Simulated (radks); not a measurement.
Valence configurations of the nickel ion Ni+ (all share [Ar]). All-electron calculation, Dirac Kohn-Sham, PBE, spin-unpolarised, spherical densities, finite nucleus; open shells are shared between the two j in proportion to 2j + 1; Fermi nuclear charge, rms radius 3.7757 fm. Program: a radial shooting solver on a logarithmic mesh with Libxc functionals. Energies are relative to 3d9; eigenvalues in eV.

3d9: E (eV) 0.000; e(3d3/2) -13.096; e(3d5/2) -12.875
3d8 4s1: E (eV) 3.005; e(3d3/2) -18.069; e(3d5/2) -17.827; e(4s1/2) -13.183
3d8.5 4p0.5: E (eV) 3.761; e(3d3/2) -16.246; e(3d5/2) -16.014; e(4p1/2) -7.529; e(4p3/2) -7.436
3d7 4p2: E (eV) 22.569; e(3d3/2) -27.179; e(3d5/2) -26.913; e(4p1/2) -10.307; e(4p3/2) -10.166
3d7 4s2: E (eV) 9.801; e(3d3/2) -24.157; e(3d5/2) -23.893; e(4s1/2) -14.991
3d7.5 4s1 4p0.5: E (eV) 8.845; e(3d3/2) -21.787; e(3d5/2) -21.534; e(4p1/2) -8.649; e(4p3/2) -8.531; e(4s1/2) -14.563
3d8 4p1: E (eV) 8.688; e(3d3/2) -19.665; e(3d5/2) -19.422; e(4p1/2) -8.478; e(4p3/2) -8.369
3d6.5 4s2 4p0.5: E (eV) 18.210; e(3d3/2) -28.336; e(3d5/2) -28.061; e(4p1/2) -9.831; e(4p3/2) -9.687; e(4s1/2) -16.365
3d6.5 4s1 4p1.5: E (eV) 24.915; e(3d3/2) -29.818; e(3d5/2) -29.541; e(4p1/2) -10.532; e(4p3/2) -10.380; e(4s1/2) -17.207
3d6.5 4p2.5: E (eV) 31.759; e(3d3/2) -31.227; e(3d5/2) -30.949; e(4p1/2) -11.182; e(4p3/2) -11.022

NIST lists [Ar] 3d9 as the ground configuration; this level of theory agrees among the configurations tried. The energies are those of spherical spin-averaged densities, not of single terms.
